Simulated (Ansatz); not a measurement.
**Molecular dynamics of Cl3FH2Zr**

Input file:

```yaml
crystal:
  periodic: [false, false, false]
  atoms:
    - { symbol: Zr, position_ang: [0.364991, 0.23351, -0.222416] }
    - { symbol: Cl, position_ang: [-0.631917, 0.906877, 2.558078] }
    - { symbol: Cl, position_ang: [1.808865, -0.109364, -2.031062] }
    - { symbol: Cl, position_ang: [-1.347007, 1.657401, -0.99294] }
    - { symbol: F, position_ang: [-0.097373, -1.505619, 0.373704] }
    - { symbol: H, position_ang: [1.613153, 1.088039, 0.87634] }
    - { symbol: H, position_ang: [0.609686, 1.281655, 2.358896] }
basis:
  gaussian: { orbitals: def2-SVP }
hamiltonian:
  xc: b3lyp
md:
  timestep: 0.5
  n_steps: 200
  ensemble: nve
  temperature: 300.0
  initial_velocities: maxwell_boltzmann
  seed: 9196
```

Run as:

```bash
$ ansatz run input.yaml --threads 2 --pin off --max-ram 3072MiB --backend cpu --events-out ev --progress --plain --runs-dir out
```

It starts at the highest image of a converged band, a first-order saddle point between two minima.

Output, in part (one step line in 4, the closing report, with atoms numbered from 0):

```
md step     0: t =     0.00 fs  T =   300.0 K  F+E_penalty+E_count = -41592.12476920 eV  E_kin = 0.193890 eV  conserved = -41591.93087920 eV  (28 SCF iters)
md step     4: t =     2.00 fs  T =   282.3 K  F+E_penalty+E_count = -41592.11331161 eV  E_kin = 0.182458 eV  conserved = -41591.93085408 eV  (27 SCF iters)
md step     8: t =     4.00 fs  T =   239.9 K  F+E_penalty+E_count = -41592.08583256 eV  E_kin = 0.155028 eV  conserved = -41591.93080467 eV  (27 SCF iters)
md step    12: t =     6.00 fs  T =   190.7 K  F+E_penalty+E_count = -41592.05402377 eV  E_kin = 0.123254 eV  conserved = -41591.93076971 eV  (27 SCF iters)
md step    16: t =     8.00 fs  T =   148.7 K  F+E_penalty+E_count = -41592.02685707 eV  E_kin = 0.096106 eV  conserved = -41591.93075113 eV  (26 SCF iters)
md step    20: t =    10.00 fs  T =   121.8 K  F+E_penalty+E_count = -41592.00943360 eV  E_kin = 0.078701 eV  conserved = -41591.93073294 eV  (30 SCF iters)
md step    24: t =    12.00 fs  T =   116.5 K  F+E_penalty+E_count = -41592.00603505 eV  E_kin = 0.075313 eV  conserved = -41591.93072162 eV  (26 SCF iters)
md step    28: t =    14.00 fs  T =   136.8 K  F+E_penalty+E_count = -41592.01913692 eV  E_kin = 0.088404 eV  conserved = -41591.93073267 eV  (26 SCF iters)
md step    32: t =    16.00 fs  T =   178.0 K  F+E_penalty+E_count = -41592.04579312 eV  E_kin = 0.115022 eV  conserved = -41591.93077107 eV  (26 SCF iters)
md step    36: t =    18.00 fs  T =   225.4 K  F+E_penalty+E_count = -41592.07651122 eV  E_kin = 0.145690 eV  conserved = -41591.93082128 eV  (27 SCF iters)
md step    40: t =    20.00 fs  T =   260.0 K  F+E_penalty+E_count = -41592.09889324 eV  E_kin = 0.168037 eV  conserved = -41591.93085588 eV  (27 SCF iters)
md step    44: t =    22.00 fs  T =   268.5 K  F+E_penalty+E_count = -41592.10438426 eV  E_kin = 0.173528 eV  conserved = -41591.93085664 eV  (27 SCF iters)
md step    48: t =    24.00 fs  T =   249.9 K  F+E_penalty+E_count = -41592.09233502 eV  E_kin = 0.161500 eV  conserved = -41591.93083476 eV  (27 SCF iters)
md step    52: t =    26.00 fs  T =   211.9 K  F+E_penalty+E_count = -41592.06778863 eV  E_kin = 0.136980 eV  conserved = -41591.93080825 eV  (27 SCF iters)
md step    56: t =    28.00 fs  T =   165.1 K  F+E_penalty+E_count = -41592.03747988 eV  E_kin = 0.106700 eV  conserved = -41591.93077950 eV  (27 SCF iters)
md step    60: t =    30.00 fs  T =   120.8 K  F+E_penalty+E_count = -41592.00882234 eV  E_kin = 0.078074 eV  conserved = -41591.93074818 eV  (26 SCF iters)
md step    64: t =    32.00 fs  T =    91.1 K  F+E_penalty+E_count = -41591.98958749 eV  E_kin = 0.058863 eV  conserved = -41591.93072424 eV  (26 SCF iters)
md step    68: t =    34.00 fs  T =    84.7 K  F+E_penalty+E_count = -41591.98544261 eV  E_kin = 0.054720 eV  conserved = -41591.93072277 eV  (26 SCF iters)
md step    72: t =    36.00 fs  T =   102.0 K  F+E_penalty+E_count = -41591.99667043 eV  E_kin = 0.065924 eV  conserved = -41591.93074667 eV  (26 SCF iters)
md step    76: t =    38.00 fs  T =   133.9 K  F+E_penalty+E_count = -41592.01735222 eV  E_kin = 0.086571 eV  conserved = -41591.93078163 eV  (27 SCF iters)
md step    80: t =    40.00 fs  T =   167.1 K  F+E_penalty+E_count = -41592.03879393 eV  E_kin = 0.107986 eV  conserved = -41591.93080774 eV  (27 SCF iters)
md step    84: t =    42.00 fs  T =   191.0 K  F+E_penalty+E_count = -41592.05426480 eV  E_kin = 0.123447 eV  conserved = -41591.93081786 eV  (27 SCF iters)
md step    88: t =    44.00 fs  T =   200.9 K  F+E_penalty+E_count = -41592.06066484 eV  E_kin = 0.129846 eV  conserved = -41591.93081907 eV  (30 SCF iters)
md step    92: t =    46.00 fs  T =   195.8 K  F+E_penalty+E_count = -41592.05737145 eV  E_kin = 0.126555 eV  conserved = -41591.93081653 eV  (27 SCF iters)
md step    96: t =    48.00 fs  T =   176.6 K  F+E_penalty+E_count = -41592.04497115 eV  E_kin = 0.114161 eV  conserved = -41591.93080995 eV  (27 SCF iters)
md step   100: t =    50.00 fs  T =   146.4 K  F+E_penalty+E_count = -41592.02542319 eV  E_kin = 0.094631 eV  conserved = -41591.93079192 eV  (27 SCF iters)
md step   104: t =    52.00 fs  T =   112.3 K  F+E_penalty+E_count = -41592.00332030 eV  E_kin = 0.072555 eV  conserved = -41591.93076531 eV  (26 SCF iters)
md step   108: t =    54.00 fs  T =    84.4 K  F+E_penalty+E_count = -41591.98529782 eV  E_kin = 0.054554 eV  conserved = -41591.93074345 eV  (26 SCF iters)
md step   112: t =    56.00 fs  T =    71.4 K  F+E_penalty+E_count = -41591.97687550 eV  E_kin = 0.046141 eV  conserved = -41591.93073467 eV  (26 SCF iters)
md step   116: t =    58.00 fs  T =    76.8 K  F+E_penalty+E_count = -41591.98039357 eV  E_kin = 0.049655 eV  conserved = -41591.93073844 eV  (26 SCF iters)
md step   120: t =    60.00 fs  T =    99.5 K  F+E_penalty+E_count = -41591.99503798 eV  E_kin = 0.064286 eV  conserved = -41591.93075243 eV  (26 SCF iters)
md step   124: t =    62.00 fs  T =   133.7 K  F+E_penalty+E_count = -41592.01719985 eV  E_kin = 0.086425 eV  conserved = -41591.93077467 eV  (27 SCF iters)
md step   128: t =    64.00 fs  T =   170.7 K  F+E_penalty+E_count = -41592.04113902 eV  E_kin = 0.110336 eV  conserved = -41591.93080261 eV  (27 SCF iters)
md step   132: t =    66.00 fs  T =   199.4 K  F+E_penalty+E_count = -41592.05972357 eV  E_kin = 0.128893 eV  conserved = -41591.93083082 eV  (27 SCF iters)
md step   136: t =    68.00 fs  T =   209.5 K  F+E_penalty+E_count = -41592.06625227 eV  E_kin = 0.135412 eV  conserved = -41591.93084061 eV  (27 SCF iters)
md step   140: t =    70.00 fs  T =   197.5 K  F+E_penalty+E_count = -41592.05845942 eV  E_kin = 0.127635 eV  conserved = -41591.93082448 eV  (27 SCF iters)
md step   144: t =    72.00 fs  T =   169.1 K  F+E_penalty+E_count = -41592.04010283 eV  E_kin = 0.109306 eV  conserved = -41591.93079695 eV  (27 SCF iters)
md step   148: t =    74.00 fs  T =   134.7 K  F+E_penalty+E_count = -41592.01783680 eV  E_kin = 0.087065 eV  conserved = -41591.93077220 eV  (27 SCF iters)
md step   152: t =    76.00 fs  T =   103.5 K  F+E_penalty+E_count = -41591.99767009 eV  E_kin = 0.066912 eV  conserved = -41591.93075815 eV  (26 SCF iters)
md step   156: t =    78.00 fs  T =    81.2 K  F+E_penalty+E_count = -41591.98325391 eV  E_kin = 0.052503 eV  conserved = -41591.93075134 eV  (30 SCF iters)
md step   160: t =    80.00 fs  T =    71.2 K  F+E_penalty+E_count = -41591.97674266 eV  E_kin = 0.046003 eV  conserved = -41591.93073945 eV  (26 SCF iters)
md step   164: t =    82.00 fs  T =    77.9 K  F+E_penalty+E_count = -41591.98109281 eV  E_kin = 0.050361 eV  conserved = -41591.93073131 eV  (26 SCF iters)
md step   168: t =    84.00 fs  T =   103.8 K  F+E_penalty+E_count = -41591.99786124 eV  E_kin = 0.067112 eV  conserved = -41591.93074940 eV  (27 SCF iters)
md step   172: t =    86.00 fs  T =   142.0 K  F+E_penalty+E_count = -41592.02254748 eV  E_kin = 0.091762 eV  conserved = -41591.93078563 eV  (27 SCF iters)
md step   176: t =    88.00 fs  T =   179.0 K  F+E_penalty+E_count = -41592.04652008 eV  E_kin = 0.115708 eV  conserved = -41591.93081168 eV  (27 SCF iters)
md step   180: t =    90.00 fs  T =   205.3 K  F+E_penalty+E_count = -41592.06347184 eV  E_kin = 0.132656 eV  conserved = -41591.93081543 eV  (27 SCF iters)
md step   184: t =    92.00 fs  T =   218.9 K  F+E_penalty+E_count = -41592.07227693 eV  E_kin = 0.141468 eV  conserved = -41591.93080881 eV  (27 SCF iters)
md step   188: t =    94.00 fs  T =   222.2 K  F+E_penalty+E_count = -41592.07440841 eV  E_kin = 0.143598 eV  conserved = -41591.93081038 eV  (27 SCF iters)
md step   192: t =    96.00 fs  T =   214.6 K  F+E_penalty+E_count = -41592.06950615 eV  E_kin = 0.138685 eV  conserved = -41591.93082104 eV  (28 SCF iters)
md step   196: t =    98.00 fs  T =   192.6 K  F+E_penalty+E_count = -41592.05531052 eV  E_kin = 0.124491 eV  conserved = -41591.93081937 eV  (27 SCF iters)
md step   200: t =   100.00 fs  T =   157.5 K  F+E_penalty+E_count = -41592.03261358 eV  E_kin = 0.101824 eV  conserved = -41591.93078967 eV  (29 SCF iters)
Total energy: -41592.03294817 eV, -1528.4790187528 hartree
Atom 0 at     0.432310     0.175152    -0.171237 Å, force     0.009634     1.307068    -0.946468 eV/Å
Atom 1 at    -0.755220     1.004166     2.484013 Å, force     0.023280    -0.017433    -0.032354 eV/Å
Atom 2 at     1.667820    -0.019531    -2.144351 Å, force     0.092267    -0.195681    -0.024787 eV/Å
Atom 3 at    -1.268212     1.648281    -0.950568 Å, force     0.040503    -0.089669     0.226640 eV/Å
Atom 4 at    -0.071526    -1.541876     0.362761 Å, force    -0.181387    -0.966255     0.441215 eV/Å
Atom 5 at     1.858086     0.949656     0.700991 Å, force    -0.039981    -0.018433     0.352443 eV/Å
Atom 6 at     0.311049     1.124547     3.207725 Å, force     0.055685    -0.019597    -0.016689 eV/Å
Dipole moment:    -0.016100     0.064573     0.833863 e Å
```

All steps were run. The conserved energy stayed within 0.023 meV per atom of its start (net change 0.013 meV per atom), so the integration is sound. A run of 0.1 ps of so small a system gives no equilibrium averages. The orbitals stay closed-shell, which can raise the energy where a bond breaks towards radicals; this wasn't checked here.

Between its relaxed ends the band would form Zr1–H6, Cl2–H7 and break H6–H7. These pairs go: Zr1–H6 1.87 → 1.84 Å, Cl2–H7 1.31 → 1.29 Å, H6–H7 1.80 → 2.95 Å. In the last frame they stand as after the step (other bonds may differ from the relaxed reactants and products). It ends as one piece, Cl3FH2Zr. Pairs count as bonded within 1.25 times the sum of covalent radii (0.12 Å more for H–H).

Last frame:

```xyz
7
Properties=species:S:1:pos:R:3
Zr 0.432 0.175 -0.171
Cl -0.755 1.004 2.484
Cl 1.668 -0.019 -2.144
Cl -1.268 1.648 -0.951
F -0.071 -1.542 0.363
H 1.858 0.950 0.701
H 0.311 1.125 3.208
```

Run time: 10 min on 2 threads of Arm Neoverse V2, with other jobs on the host, peak memory 0.27 GiB.
